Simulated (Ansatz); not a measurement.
A nudged elastic band was laid between two geometries of CH₇B₂N (11 atoms, charge 0, multiplicity 1).

Computed with Ansatz 0.2.0, RKS PBE-D4/def2-mTZVP.

```
movable images  : 7
climbing image  : yes
spring          : 5.0 eV/Å²
optimiser       : quadratic models (default)
start path      : IDPP
force threshold : 0.03 eV/Å
iteration limit : 60
end points      : relaxed
```

First end point:

```xyz
11
Properties=species:S:1:pos:R:3
C -0.527 1.630 0.520
B -0.778 0.234 -0.152
B 0.418 -0.805 -0.693
N 1.010 -1.867 0.004
H -1.239 1.836 1.338
H -0.766 2.401 -0.241
H 0.494 1.830 0.873
H -1.940 -0.027 -0.384
H 0.833 -0.632 -1.823
H 1.732 -2.464 -0.394
H 0.764 -2.136 0.953
```

Last end point:

```xyz
11
Properties=species:S:1:pos:R:3
C -0.630 1.277 1.077
B -0.842 0.046 0.128
B 0.336 -1.070 -0.279
N 1.249 -1.018 -1.341
H -1.463 1.442 1.780
H -0.652 2.169 0.416
H 0.322 1.314 1.627
H -1.971 -0.100 -0.293
H 0.421 -2.054 0.431
H 1.936 -1.745 -1.524
H 1.294 -0.262 -2.021
```

Q: What changes between the two ends?

A: No bond is made or broken. The dihedral C1–B2–B3–N4 goes from 94 to -89°.

Q: Give the energies along the band, and the barrier.

A: The forces met the threshold. The highest image is number 4 of 0 to 8, 13.4 kJ/mol above the ends, which have the same energy within 2 meV. A vibrational analysis at the climbing image gives one clearly imaginary mode, 135i cm⁻¹: a first-order saddle point.

```json
{"image": "0", "path coordinate (Å)": "0.00", "energy (kJ/mol)": "0.0", "dihedral C1–B2–B3–N4 (°)": "94"}
{"image": "1", "path coordinate (Å)": "0.77", "energy (kJ/mol)": "1.5", "dihedral C1–B2–B3–N4 (°)": "75"}
{"image": "2", "path coordinate (Å)": "1.54", "energy (kJ/mol)": "5.5", "dihedral C1–B2–B3–N4 (°)": "52"}
{"image": "3", "path coordinate (Å)": "2.31", "energy (kJ/mol)": "10.5", "dihedral C1–B2–B3–N4 (°)": "27"}
{"image": "4", "path coordinate (Å)": "3.09", "energy (kJ/mol)": "13.4", "dihedral C1–B2–B3–N4 (°)": "1"}
{"image": "5", "path coordinate (Å)": "3.91", "energy (kJ/mol)": "10.4", "dihedral C1–B2–B3–N4 (°)": "-27"}
{"image": "6", "path coordinate (Å)": "4.74", "energy (kJ/mol)": "5.1", "dihedral C1–B2–B3–N4 (°)": "-54"}
{"image": "7", "path coordinate (Å)": "5.56", "energy (kJ/mol)": "1.2", "dihedral C1–B2–B3–N4 (°)": "-76"}
{"image": "8", "path coordinate (Å)": "6.39", "energy (kJ/mol)": "-0.1", "dihedral C1–B2–B3–N4 (°)": "-89"}
```

Q: What is the geometry of the highest image?

A: 
```xyz
11
Properties=species:S:1:pos:R:3
C -0.703 1.126 0.868
B -0.911 0.213 -0.388
B 0.239 -0.934 -0.953
N 1.440 -1.087 -0.250
H -1.575 1.078 1.545
H -0.696 2.182 0.529
H 0.206 0.970 1.471
H -1.958 0.379 -0.973
H 0.111 -1.641 -1.924
H 2.180 -1.738 -0.510
H 1.667 -0.549 0.586
```

Q: What are the harmonic wavenumbers there?

A: 135i, 70, 181, 447, 466, 616, 649, 675, 813, 859, 891, 927, 1023, 1115, 1171, 1294, 1333, 1422, 1439, 1627, 2491, 2519, 2923, 2971, 3002, 3453, 3539 cm⁻¹.

The band took 13 iterations and about 5 core-minutes.

Run time: 2.4 min on 2 threads of Arm Neoverse V1, on a shared host, peak memory 0.17 GiB.
